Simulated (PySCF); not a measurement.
## UHF on O³⁺ (oxygen, charge +3)

Configuration: [He] 2s2 2p1, 2P determinant. Computed with PySCF 2.14 in x2c-QZVPPall (7s4p3d2f1g, 57 functions), with scalar relativity by spin-free X2C-1e.

```
Total energy                                                  : -71.152306 hartree
One-electron energy                                           : -86.2174 hartree
Hartree (Coulomb) energy                                      : 21.7587 hartree
Exchange energy                                               : -6.6937 hartree
⟨S²⟩                                                          : 0.7529
⟨L²⟩                                                          : 2.007
Sum of ⟨r⟩                                                    : 3.267 bohr
Sum of ⟨r²⟩                                                   : 3.387 bohr²
Traceless quadrupole moment −½Σ⟨3z² − r²⟩ along its main axis : -0.408 e·bohr²
Langevin diamagnetic susceptibility                           : -2.68 ×10⁻⁶ cm³/mol
```

```
shell  electrons  mean orbital energy (eV)  rms radius, mean of both spins (bohr)
 1s α          1                   -636.48                                  0.229
 1s β          1                   -634.80                                  0.229
 2s α          1                   -91.155                                   1.07
 2s β          1                   -85.685                                   1.07
 2p α          1                   -78.087                                   1.00
```

Spin-orbit constants ζ (cm⁻¹) from the X2C one-electron operator on these orbitals: bare nucleus, nucleus screened by l(l+1)(2l+1)/3 electrons, and screened by the Breit-Pauli mean field of the electrons.

```csv
shell,bare,screened nucleus,mean field
2p,398.8,299.1,265.1
```

To first order the Landé constant is A = 265.1 cm⁻¹, so the lowest level has J = 1/2 and lies 0.0329 eV below the centre of the term.
